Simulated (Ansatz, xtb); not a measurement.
## Two isomers of C3H4BFN2

Structure X: `Bn1cc(F)cn1`, a singlet. Structure Y: `Bn1nccc1F`, a singlet. Both are isolated molecules in the gas phase, relaxed with PBE0-D3(BJ)/def2-SVP; the shapes shown needn't be the lowest conformers.

X (Å):

```xyz
11

C    -2.6938    0.7816   -0.7240
C    -2.0011    0.5791   -1.8798
C    -0.7944   -0.0821   -1.5056
B    -2.2009    0.2212    1.6782
F    -2.3530    0.9162   -3.1040
N    -1.9093    0.2529    0.2834
N    -0.7544   -0.2696   -0.2122
H    -1.3986   -0.2813    2.4137
H    -3.2453    0.7061    2.0305
H    -3.6564    1.2451   -0.5274
H     0.0177   -0.4106   -2.1543
```

Y (Å):

```xyz
11

C    -0.2976    0.6072    0.1265
C    -0.6276    0.7429   -1.2581
C    -1.9589    0.4661   -1.2747
B    -3.7011   -0.1532    0.4403
F    -2.8071    0.4354   -2.2688
N    -2.3862    0.1871    0.0046
N    -1.3257    0.2822    0.8655
H    -3.8637   -0.3604    1.6093
H    -4.5640   -0.2108   -0.3938
H     0.6810    0.7442    0.5883
H     0.0108    1.0011   -2.0981
```

Energies in hartree; the thermal terms are from GFN2-xTB frequencies at re-optimised GFN2-xTB minima (ideal gas, soft modes damped towards free rotors, one conformer each, 298.15 K, 1 atm) and include the zero-point energy:

|  | X | Y |
| --- | --- | --- |
| E, CCSD(T)/def2-SVP | −349.701825 | −349.705881 |
| E, MP2/def2-SVP | −349.630494 | −349.634184 |
| E, MP2/def2-TZVPP | −350.274738 | −350.277262 |
| zero-point energy | 0.072402 | 0.072470 |
| H(298 K) − E | 0.079294 | 0.079359 |
| G(298 K) − E | 0.042881 | 0.042976 |

**Question.** Correct the CCSD(T) difference for the basis set by the MP2 change, then work out ΔE, ΔE₀, ΔH and ΔG for X → Y in kJ/mol (1 Eh = 2625.50 kJ/mol) and the equilibrium ratio [Y]/[X].

**Answer.** 1. Differences Y − X: CCSD(T) −0.004056, MP2 in the small set −0.003690, MP2 in the large set −0.002524 Eh.
2. ΔE = −0.004056 + (−0.002524 − (−0.003690)) = −0.002890 Eh = −7.59 kJ/mol.
3. ΔE₀ = ΔE + ΔZPE = −0.002890 + (+0.000068) Eh = −7.41 kJ/mol.
4. ΔH = ΔE + (+0.000065) Eh = −7.42 kJ/mol.
5. ΔG = ΔE + (+0.000095) Eh = −7.34 kJ/mol, so ΔS = (ΔH − ΔG)/T = −0.3 J/(mol K).
6. kT = 0.9442 mEh, so K = [Y]/[X] = exp(−ΔG/kT) = exp(+2.96) ≈ 19.

Structure Y is favoured at this temperature. An error of 4 kJ/mol in ΔG would change K by a factor of 5. Mirror images and further conformers aren't counted.

As drawn, both hold the same kinds of bond in the same numbers.

Other levels gave ΔE = −4.5 (GFN2-xTB); −13.1 (HF/STO-3G, GFN2-xTB geometries); −11.4 (r2SCAN-D4/def2-SVP, GFN2-xTB geometries); −10.6 (PBE0-D3(BJ)/def2-SVP); −15.4 (HF/def2-SVP); −9.7 (MP2/def2-SVP); −10.6 (CCSD(T)/def2-SVP) kJ/mol. The correlated steps freeze 7 core orbitals. Programs: Ansatz 0.2.0, xtb 6.7.1.
